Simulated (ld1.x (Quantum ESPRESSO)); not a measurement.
**In: one change to an ultrasoft potential, before and after**

indium (In), ultrasoft, made with ld1.x (Quantum ESPRESSO) 7.5 (BLYP, scalar-relativistic). Core [Kr], reference 4d10 5s1 5p2. Waves: 5s (bound): rcut 1.95, rcutus 2.10 bohr; 5s channel at -0.3 Ry: rcut 1.95, rcutus 2.10 bohr; 5p (bound): rcut 2.15, rcutus 2.70 bohr; 5p channel at 0.4 Ry: rcut 2.15, rcutus 2.70 bohr; 4d (bound): rcut 1.35, rcutus 1.65 bohr; 4d channel at -0.25 Ry: rcut 1.35, rcutus 1.65 bohr. Local part: all-electron potential smoothed inside 1.35 bohr (lloc = -1). Core correction: a·sin(br)/r model core inside 1.55 bohr. Augmentation charge: built from norm-conserving waves at rcut, not smoothed further.

Change: type TM; waves now 5p (bound): rc 2.70 bohr; 4d (bound): rc 1.65 bohr; 5s (bound): rc 2.10 bohr; local potential the s channel.

Cutoffs: the cutoffs (Ry, on a coarse ladder) from which the occupation-weighted sum of valence levels, in a spherical-Bessel basis at the reference potential, stays within 10 and 1 mRy of its value at 400 Ry; they do not see the model core or the augmentation charge, which bear on the density cutoff. Errors are all-electron minus pseudo energies relative to the spin-unpolarised reference configuration.

Task: Predict the effect on cutoff, ghosts and configuration errors.

Result: The potential gets harder (40 Ry and 70 Ry → 80 Ry and 120 Ry); the bound ghost in p, s disappears; of the 7 tests that both files solve, the error grows in 3 and shrinks in 2 by more than 15 % and 0.3 meV (median size 2.4 → 3.1 meV); the range in which the d phases agree narrows (upper end at the end of the scan → 0.3). Several settings change at once here, so the effects cannot be laid on one of them.

```csv
quantity,base,changed
"cutoff, loose",40 Ry,80 Ry
"cutoff, tight",70 Ry,120 Ry
loose cutoff by channel (10 mRy a level),"s 6 Ry, p 6 Ry, d 35 Ry","p 6 Ry, d 60 Ry, s 10 Ry"
bound ghosts,"s, p",none
"error for 4d10 5s2 5p1, meV [ΔE -5.87 eV]",-0.7,-0.6
"error for 4d10 5s2 5p0, meV [ΔE -0.51 eV]",-2.4,-3.1
"error for 4d10 5s1 5p0, meV [ΔE 18.81 eV]",-10,-9.6
"error for 4d10 5s2 5p1.3, meV [ΔE -6.38 eV]",-0.5,0.0
"error for 4d9 5s2 5p1, meV [ΔE 19.03 eV]",-147,-223
"error for 4d9 5s0 5p0, meV [ΔE 103.59 eV]",-11,-207
"error for 4d10 5s1 5p1, meV [ΔE 6.07 eV]",-2.1,-1.4
s: phases at 2.94 bohr within 0.05 rad from the reference energy up to (Ry; the scan ends near 5),2.7,2.0
p: phases at 2.94 bohr within 0.05 rad from the reference energy up to (Ry; the scan ends near 5),3.5,2.8
d: phases at 2.94 bohr within 0.05 rad from the reference energy up to (Ry; the scan ends near 5),to the end of the scan,0.3
```

 A true bound ghost makes a file unfit for plane-wave use even where its test errors are small: the radial tests pick states by their node count and pass the ghost by.
